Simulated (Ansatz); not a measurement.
`C[Si@H]1O[C@@H]1N`. The species carries charge 0 and has multiplicity 1.

```xyz
12

C     1.372    1.274    1.084
Si    0.171   -0.065    0.646
O    -1.359    0.343    0.170
C    -0.596   -0.301   -0.979
N    -1.101   -1.500   -1.497
H     2.393    0.883    1.107
H     1.147    1.676    2.076
H     1.323    2.091    0.362
H     0.276   -1.234    1.558
H    -0.453    0.448   -1.756
H    -1.995   -1.378   -1.959
H    -1.178   -2.236   -0.811
```

(1) What are the harmonic wavenumbers in cm⁻¹ at PBE0-D4/def2-TZVP (Ansatz, finite differences of forces, unscaled)? (An estimate is asked.)

(2) Is this a minimum?

(3) Give the ideal-gas thermochemistry at 298.15 K and 1 bar (rigid rotor, harmonic oscillator; point group C1, symmetry number 1).

(4) And at 400, 500, 600, 800 and 1000 K?

Answers

(1) The calculation gave: 125, 150, 186, 297, 376, 446, 525, 629, 696, 734, 754, 763, 813, 897, 1006, 1034, 1221, 1257, 1276, 1404, 1441, 1443, 1668, 2220, 3051, 3129, 3130, 3151, 3530, 3627.

(2) Yes, all 30 modes are real.

(3) Zero-point energy 245.1 kJ/mol; H(298) − E = 265.4 kJ/mol; entropy 332.7 J/(mol·K), of which translation 164.9, rotation 109.2, vibration 58.6; G(298) − E = 166.2 kJ/mol.

(4) 
| T (K) | H − E (kJ/mol) | S (J/mol/K) | G − E (kJ/mol) |
| --- | --- | --- | --- |
| 400 | 277.8 | 368.4 | 130.5 |
| 500 | 292.3 | 400.7 | 92.0 |
| 600 | 308.6 | 430.4 | 50.4 |
| 800 | 345.4 | 483.1 | -41.1 |
| 1000 | 386.4 | 528.7 | -142.3 |
